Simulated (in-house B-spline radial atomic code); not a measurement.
Ionising Hf with different functionals

Computed with a radial B-spline atomic code at the basis-set limit: four-component Dirac-Coulomb Hamiltonian, Fermi nucleus of rms radius 5.347 fm, spin-restricted, spherical fractional occupations for the functionals, and exact exchange of hybrids averaged over the configuration. The ionisation energy is the difference of two self-consistent energies, [Xe] 4f14 5d2 6s2 → [Xe] 4f14 5d1 6s2, without Breit or QED terms; ε is the level of the shell that loses the electron (mean over j). The electron is taken from both j subshells in proportion to 2j + 1, so the result is a j average, not the step between ground levels.

```tsv
method	rung	ΔSCF (eV)	-ε(5d) (eV)
B3LYP	global hybrid	6.49	3.59
BHandHLYP	global hybrid	6.25	4.81
wB97X	range-separated hybrid	?	?
HSE06	range-separated hybrid	?	?
```

What does wB97X give?

ΔSCF 6.25 eV, and -ε(5d) = 5.96 eV.

What does HSE06 give?

ΔSCF 6.46 eV, and -ε(5d) = 3.42 eV.

Among the functionals, which spreads more, the ΔSCF values or the orbital energies?

The orbital energies: ΔSCF values span about 0.24 eV and the orbital energies 2.54 eV; here energy differences depend much less on the functional than eigenvalues do.

How do they compare with the NIST value?

NIST lists 6.825 eV (measured, ground level to ground level). Errors run from -0.58 to -0.34 eV; B3LYP is closest (-0.34 eV), but part of that can be cancellation, since the calculations leave out Breit-QED terms, spin polarisation, the choice among j levels, multiplet and fine-structure energies.
